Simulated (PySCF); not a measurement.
Gas-phase reaction: H3SiGeH3 + 2 SiCl3 ⇌ GeH2Cl2 + 2 SiHCl + SiH2Cl2, at 1200 K and a standard pressure of 1 bar. Level: MP2/def2-SVP†.

Computed with PySCF and rigid-rotor harmonic-oscillator thermochemistry at 1 bar. † marks an energy on the PBE0/def2-TZVP geometry and frequencies. MP2 freezes the core. Open shells (unrestricted): SiCl3 (multiplicity 2); the rest are closed-shell singlets. Ge: all electrons, no relativistic terms. SiHCl: computed as isolated molecules; such fragments, hydroxides, amides, oligomers or adducts are transient or little studied in the gas. MP2 isn't extrapolated to the basis-set limit; its ΔH°(298 K) is 132.8 kJ in def2-SVP and 141.4 kJ in def2-TZVPP. The harmonic model lacks anharmonicity and excited electronic states, which grow with temperature; levels with a mode under 35 cm⁻¹ are left out. Internal rotation in H3SiGeH3 is treated as a harmonic vibration of one conformer, which makes the entropy rough.

```json
[
 {"species": "H3SiGeH3", "E (Ha)": "-2367.77038", "H(1200 K) − E (kJ/mol)": "257.3", "S°(1200 K) (J/mol/K)": "460.9"},
 {"species": "SiCl3", "E (Ha)": "-1667.48510", "H(1200 K) − E (kJ/mol)": "101.0", "S°(1200 K) (J/mol/K)": "429.2"},
 {"species": "GeH2Cl2", "E (Ha)": "-2995.55374", "H(1200 K) − E (kJ/mol)": "143.0", "S°(1200 K) (J/mol/K)": "418.7"},
 {"species": "SiHCl", "E (Ha)": "-748.97932", "H(1200 K) − E (kJ/mol)": "75.4", "S°(1200 K) (J/mol/K)": "318.3"},
 {"species": "SiH2Cl2", "E (Ha)": "-1209.17483", "H(1200 K) − E (kJ/mol)": "144.5", "S°(1200 K) (J/mol/K)": "401.0"}
]
```
E: electronic energy; H − E holds the zero-point and thermal terms. 1 Ha = 2625.5 kJ/mol.

Question: Work out ΔH°, ΔS°, ΔG° and log10 K from these numbers.

Answer: 1. ΔE = 1×(-2995.55374) + 2×(-748.97932) + 1×(-1209.17483) − 1×(-2367.77038) − 2×(-1667.48510) = 0.05337 Ha = 140.1 kJ.
2. Δ(H − E) = 1×(143.0) + 2×(75.4) + 1×(144.5) − 1×(257.3) − 2×(101.0) = -21.0 kJ, so ΔH° = 119.1 kJ.
3. ΔS° = 1×(418.7) + 2×(318.3) + 1×(401.0) − 1×(460.9) − 2×(429.2) = 137.0 J/K; the number of gas molecules changes by +1.
4. ΔG° = ΔH° − TΔS° = 119.1 − 1200×(137.0)/1000 = -45.3 kJ.
5. log10 K = −ΔG°/(RT ln 10) = 1.97, with RT ln 10 = 22.97 kJ/mol; at standard pressures the products are favoured.
6. A shift of 10 kJ in ΔE would move log10 K by 0.44 here.
7. Lowering the total pressure from 1 bar to 0.01 bar multiplies the mole-fraction quotient K_x = K (p/p°)^(−Δn) by 10^2, which pushes the balance towards the products.
For scale, ΔH°(298 K) is 133 kJ at this level, 104 kJ at ωB97M-V/def2-TZVP†, and runs from -93 to 194 kJ over the 20 levels computed.
